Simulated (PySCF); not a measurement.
C3H7BO2, SMILES C1B(CO)OC1. The structure is a stationary point at PBE-D3(BJ)/def2-SVP. The structure was generated by enumeration, and PubChem lists no compound with its InChIKey, so it may never have been made. The values are those of a single conformer.

Computed equilibrium geometry at PBE-D3(BJ)/def2-SVP (PySCF confirms it by a frequency run) as a Z-matrix (one conformer of several):
```
B
O 1 1.3840
C 2 1.4698 1 90.26
H 3 1.1100 2 110.00 1 120.08
H 3 1.1101 4 109.21 2 -120.84
C 3 1.5438 4 116.26 5 -133.79
H 6 1.1073 3 115.50 4 129.34
H 6 1.1073 7 108.89 3 131.62
C 1 1.5692 2 123.22 3 177.03
H 9 1.1158 1 109.30 2 130.84
O 9 1.4211 10 108.56 1 125.80
H 11 0.9749 9 106.59 10 -150.84
H 9 1.1259 10 103.59 11 119.60
```
